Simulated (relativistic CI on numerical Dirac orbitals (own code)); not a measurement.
**Slater and spin-orbit integrals, Tb XXXII**

Calculated at this level of theory: Dirac-Coulomb-Breit CI, orbitals from a KLI potential per configuration, QED by a radiative potential, unscaled Slater integrals (own radial code, finite nucleus).

Slater integrals F^k, G^k are unscaled and averaged over j, outside the closed core [Ar] 3d10; ζ comes from projecting the Hamiltonian with its Breit term on Σ l·s of the shell.

- 4s²4p⁴: F^2(4p,4p) = 205620, ζ(4p) = 250090 cm⁻¹; <r>(4p) = 0.4989, <r^2>(4p) = 0.2813 (bohr units).
- 4s4p⁵: G^1(4s,4p) = 269140, ζ(4p) = 249890 cm⁻¹; <r>(4s) = 0.4868, <r^2>(4s) = 0.2662, <r>(4p) = 0.499, <r^2>(4p) = 0.2815 (bohr units).
- 4s²4p³4d: F^2(4p,4p) = 205580, ζ(4p) = 250520, F^2(4p,4d) = 201700, G^1(4p,4d) = 250820, G^3(4p,4d) = 160770, ζ(4d) = 31010 cm⁻¹; <r>(4p) = 0.499, <r^2>(4p) = 0.2814, <r>(4d) = 0.5014, <r^2>(4d) = 0.2872 (bohr units).

Averages of the first 10 configurations, taken without configuration mixing, which lowers the lowest level and can move excited configurations by several eV; other configurations of the list can lie among them:

```
Configuration  Parity  States  Average energy above the lowest level (eV)
       4s²4p⁴    even      15                                        34.7
        4s4p⁵     odd      12                                       150.9
     4s²4p³4d     odd     200                                       182.4
          4p⁶    even       1                                       276.3
      4s4p⁴4d    even     300                                       294.7
     4s²4p³4f    even     280                                       332.2
      4s4p⁴4f     odd     420                                       444.7
        4p⁵4d     odd      60                                       416.1
     4s4p³4d²     odd    1800                                       441.0
   4s²4p²4d4f     odd    2100                                       480.5
```
